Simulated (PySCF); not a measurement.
ReOCl5, SMILES [O]=[Re]([Cl])([Cl])([Cl])([Cl])[Cl], multiplicity 1. Atoms are numbered in the order given.

```xyz
7

Re     0.0000     0.0000    -0.2039
O      0.0000     0.0000    -1.8980
Cl     1.6408     1.6408    -0.0938
Cl     1.6408    -1.6408    -0.0938
Cl    -1.6408     1.6408    -0.0938
Cl    -1.6408    -1.6408    -0.0938
Cl     0.0000     0.0000     2.1678
```

The structure is a stationary point at B3LYP-D3(BJ)/def2-SVP. The spin state was assumed, not searched. The def2 effective core potentials stand for the cores of Re; spin–orbit coupling is left out.

Computed with CAM-B3LYP/def2-TZVP (PySCF).

Symmetry labels are those of the subgroup C2v that the program uses (full group C4v).

Computed valence orbital energies around the gap with their symmetry:
| orbital | symmetry | energy (eV) |
|---|---|---|
| HOMO−7 | B1 | -11.57 |
| HOMO−6 | A2 | -11.41 |
| HOMO−5 | B1 | -11.21 |
| HOMO−4 | B2 | -11.21 |
| HOMO−3 | A1 | -11.18 |
| HOMO−2 | A2 | -10.66 |
| HOMO−1 | B2 | -10.33 |
| HOMO | B1 | -10.33 |
| LUMO | A1 | -5.86 |
| LUMO+1 | B1 | -4.38 |
| LUMO+2 | B2 | -4.38 |
| LUMO+3 | A2 | -2.34 |
